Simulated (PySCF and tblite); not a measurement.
The numbers below are computed, except where a source is named.
C6H5F3O, numbered as in [F:1][CH2:2][c:3]1[cH:4][cH:5][c:6]([CH:7]([F:8])[F:9])[o:10]1.

Level: B3LYP-D3(BJ)/def2-SVP (IEF-PCM, methanol)//GFN2-xTB, thermal terms from GFN2-xTB, symmetry numbers and mirror pairs counted. Conformers within 2.5 kcal/mol (GFN2-xTB free energy) were kept, 4 at most. GIAO shieldings: wB97X-D/pcSseg-1 (IEF-PCM, methanol). Shifts are against TMS (¹H), TMS (¹³C) at the same level. Codes: tblite and PySCF.

Q: Predict the averaged NMR shifts at 298.15 K.

A: ¹H: 7.36 (H5, 1H), 7.14 (H7, 1H), 6.92 (H4, 1H), 6.07 (H2, 2H) ppm. ¹³C: 164.0 (C3), 154.9 (C6), 124.8 (C5), 117.1 (C7), 114.5 (C4), 84.7 (C2) ppm.

Q: How do the conformers differ?

A: Torsions listed: F1–C2–C3–O10, O10–C6–C7–F8.
```
conformer       shape  weight %
        1  180°, -59°      72.8
        2  180°, 121°      27.2
```

| signal | 1 | 2 | average |
| --- | --- | --- | --- |
| H2 | 6.08 | 6.06 | 6.07 |
| H4 | 6.88 | 7.00 | 6.92 |
| H5 | 7.30 | 7.52 | 7.36 |
| H7 | 7.13 | 7.16 | 7.14 |
| C2 | 84.8 | 84.7 | 84.7 |
| C3 | 164.4 | 163.1 | 164.0 |
| C4 | 114.2 | 115.5 | 114.5 |
| C5 | 125.6 | 122.4 | 124.8 |
| C6 | 153.8 | 158.0 | 154.9 |
| C7 | 117.1 | 117.3 | 117.1 |

Q: Which signal moves most, for its nucleus, between 250 and 350 K through the change of populations alone?

A: C6: 154.7 ppm at 250 K, 154.9 ppm at 298.15 K, 155.1 ppm at 350 K.

The minima are those of GFN2-xTB; planar forms about aryl–S or allylic bonds may be saddles in DFT. Shifts are unscaled: against experiment ¹³C can be off by 15 ppm or more and ¹H by 0.8 ppm.


Conformer gaps in def2-SVP on xTB geometries can be 2 kcal/mol too large for S=O, P=O and other polar bonds.